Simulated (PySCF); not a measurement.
Vertical excitations of a molecule C2H8AlNO from PySCF with TDDFT-ωB97X/def2-SVPD, as energy in eV (oscillator strength): 6.27 (0.059), 7.09 (0.067), 7.47 (0.017), 7.66 (0.068), 7.76 (0.100), 8.10 (0.067), 8.15 (0.085), 8.18 (0.014), 8.60 (0.080), 8.77 (0.031). Lowest triplet (TDA): 6.07 eV. The structure is a stationary point at PBE0-D3(BJ)/def2-SVP. The values are those of a single conformer.

Pick the molecule that these values belong to.
A. CC[O][AlH][NH2]
B. C[NH][AlH][O]C
C. C[N](C)[AlH][OH]
D. C[CH2][Al]([NH2])[OH]

D, C[CH2][Al]([NH2])[OH]
